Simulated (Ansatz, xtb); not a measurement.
**C4H5FN2: which of two isomers lies lower**

Structure I is `Cc1nc(F)c[nH]1`, a singlet and structure II is `Cc1c[nH]c(F)n1`, a singlet. Both are isolated molecules in the gas phase, relaxed with PBE0-D3(BJ)/def2-SVP.

Energies in hartree; the thermal terms are from GFN2-xTB frequencies at re-optimised GFN2-xTB minima (ideal gas, soft modes damped towards free rotors, one conformer each, 298.15 K, 1 atm) and include the zero-point energy:

```
                              I           II
E, CCSD(T)/def2-SVP  −363.541705  −363.542359
    E, MP2/def2-SVP  −363.469132  −363.469730
  E, MP2/def2-TZVPP  −364.142455  −364.141973
  zero-point energy     0.088437     0.088392
       H(298 K) − E     0.095727     0.095722
       G(298 K) − E     0.058067     0.057961
```

Problem. Correct the CCSD(T) difference for the basis set by the MP2 change, then work out ΔE, ΔE₀, ΔH and ΔG for I → II in kcal/mol (1 Eh = 627.51 kcal/mol) and the equilibrium ratio [II]/[I].

Solution. 1. Differences II − I: CCSD(T) −0.000654, MP2 in the small set −0.000598, MP2 in the large set +0.000482 Eh.
2. ΔE = −0.000654 + (+0.000482 − (−0.000598)) = +0.000426 Eh = +0.27 kcal/mol.
3. ΔE₀ = ΔE + ΔZPE = +0.000426 + (−0.000045) Eh = +0.24 kcal/mol.
4. ΔH = ΔE + (−0.000005) Eh = +0.26 kcal/mol.
5. ΔG = ΔE + (−0.000106) Eh = +0.20 kcal/mol, so ΔS = (ΔH − ΔG)/T = +0.9 J/(mol K).
6. kT = 0.9442 mEh, so K = [II]/[I] = exp(−ΔG/kT) = exp(−0.34) ≈ 0.71.

The two are too close for this level to say which is favoured. An error of 1 kcal/mol in ΔG would change K by a factor of 5.4. Mirror images and further conformers aren't counted.

As drawn, both hold the same kinds of bond in the same numbers.

Other levels gave ΔE = 0.0 (GFN2-xTB); +0.5 (HF/STO-3G, GFN2-xTB geometries); +0.4 (r2SCAN-D4/def2-SVP, GFN2-xTB geometries); +0.3 (PBE0-D3(BJ)/def2-SVP); −1.1 (HF/def2-SVP); −0.4 (MP2/def2-SVP); −0.4 (CCSD(T)/def2-SVP) kcal/mol. The correlated steps freeze 7 core orbitals. Programs: Ansatz 0.2.0, xtb 6.7.1.
